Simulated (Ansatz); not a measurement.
CH4Si (SMILES C[SiH]) moved off its minimum; all values from Ansatz (an electronic-structure program), cores frozen in correlated methods.
(charge 0, multiplicity 1)
```xyz
6

Si    -0.4195    -0.3947     0.5089
H     -1.4137    -0.7090    -0.6296
C      0.7930     0.5309    -0.5393
H      1.6483     0.9001    -0.1213
H      0.2824     1.2978    -1.1727
H      1.0768    -0.2185    -1.4503
```

### Question
Give the forces (eV/Å), the total energy and the dipole at CCSD(T)/aug-cc-pV(T+d)Z.

### Answer

```
atom      Fx      Fy      Fz
----  ------  ------  ------
Si1   -0.609  -0.493   0.374
H2     0.222   0.134   0.170
C3    -1.784  -1.742  -4.377
H4     2.269   0.969   1.172
H5     0.235  -0.132   0.612
H6    -0.333   1.263   2.050
```
Energy -329.4208 hartree, dipole 1.25 D.

Doubts at one or more of the structures used: a restricted determinant that unrestricted orbitals would lower (CCSD(T)/aug-cc-pV(T+d)Z).
